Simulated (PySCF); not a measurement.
Species: C6H3ClN (charge -1).
SMILES with atom numbers: `[N:1]#[C:2][c:3]1[cH:4][cH:5][cH:6][c-:7]1[Cl:8]`

Structure used (GFN2-xTB), in Å, numbered top down from 1:
```xyz
11
C6H3ClN angstrom
N      3.2552   -0.7736    0.3026
C      2.1333   -0.5040    0.1979
C      0.7894   -0.2135    0.0740
C     -0.2695   -1.1536    0.0442
C     -1.4573   -0.4668   -0.0912
C     -1.1832    0.9107   -0.1500
C      0.1831    1.0546   -0.0490
Cl     1.0387    2.5703   -0.0719
H     -0.1415   -2.2221    0.1170
H     -2.4418   -0.9070   -0.1455
H     -1.9009    1.7076   -0.2540
```

NICS = −σ at a ghost point: NICS(0) at the centroid of the ring atoms, NICS(1) 1 Å to either side along the normal of their mean plane, zz for the tensor component along that normal. Level: GIAO PBE0/pcSseg-1 (PySCF, non-relativistic, gas phase) on the GFN2-xTB geometry, one conformer.

Ring bond lengths (Å), with Mayer bond orders in brackets: C3–C4 1.416 (1.28), C4–C5 1.379 (1.50), C5–C6 1.406 (1.32), C6–C7 1.378 (1.44), C7–C3 1.411 (1.25).

Question: Give the NICS values of each ring in ppm.

Answer: 
| ring | type | NICS(0) | NICS(1), two faces | NICS(1)zz, two faces | rms pucker (Å) | centre to ring atoms, mean (Å) |
| --- | --- | --- | --- | --- | --- | --- |
| C3–C4–C5–C6–C7 | 5-membered carbocycle; formal bonds all aromatic | -14.7 | -11.0 / -11.0 | -27.5 / -27.5 | 0.00 | 1.19 |

Question: What do they say, and how far can they be read as aromaticity?

Answer: 
- C3–C4–C5–C6–C7: mean NICS(1)zz -27.5 ppm, shielded. For a flat ring without four-coordinate atoms the NICS criterion counts such a value as aromatic.

Question: What does the geometric index give? HOMA takes Krygowski's 1993 parameters.

Answer: 
- C3–C4–C5–C6–C7: HOMA 0.91 = 1 − EN − GEO, with mean bond length 1.398 Å, EN = α(Ropt − mean)² = 0.025 and GEO = α × variance = 0.069. The geometric and the magnetic index point the same way.

Question: Give the inner angles of the rings and the Hirshfeld charges of the ring atoms.

Answer: 
- C3–C4–C5–C6–C7: C3 105.9° (-0.098 e), C4 108.4° (-0.133 e), C5 108.9° (-0.145 e), C6 107.0° (-0.154 e), C7 109.8° (-0.056 e); sum 540.0° against 540° for a flat convex ring.
